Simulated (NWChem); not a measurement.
# CH$_{3}$ClN$_{2}$OSi; SMILES N#CO[Si@H](N)Cl

```xyz
9

N      0.4056     3.0975    -0.0846
C     -0.1369     2.0712     0.1127
O     -0.7644     0.9702     0.3601
Si    -0.4485    -0.5654    -0.3934
N     -1.5073    -1.7388     0.2328
Cl     1.4951    -1.0271     0.1004
H     -0.6413    -0.3630    -1.8544
H     -1.3790    -2.1408     1.1634
H     -2.4689    -1.8203    -0.1031
```
Atoms are numbered in this order, from 1.

All runs: NWChem. The geometry was optimised at PBE-D3(BJ)/def2-SVP. Level PBE/def2-SVP: energy and gradient on several grids; changes count from the extra-fine grid, which is no exact limit either.

**Question.** Which is the coarsest grid (coarse; fine; medium; xcoarse; xfine) from which on the energy stays within 100 μHa and each gradient component within 200 μHa/bohr of xfine?

**Answer.** medium.
```
grid     size of the energy change (μHa)  largest change of a gradient component (μHa/bohr)  time, medium = 1 (rough)
-------  -------------------------------  -------------------------------------------------  ------------------------
xcoarse                             2000                                               5000                   about 1
coarse                              < 10                                                400                   about 1
medium                              < 10                                                 80                   about 1
fine                                < 10                                               < 30                   about 1
xfine                               < 10                                               < 30                         2
```
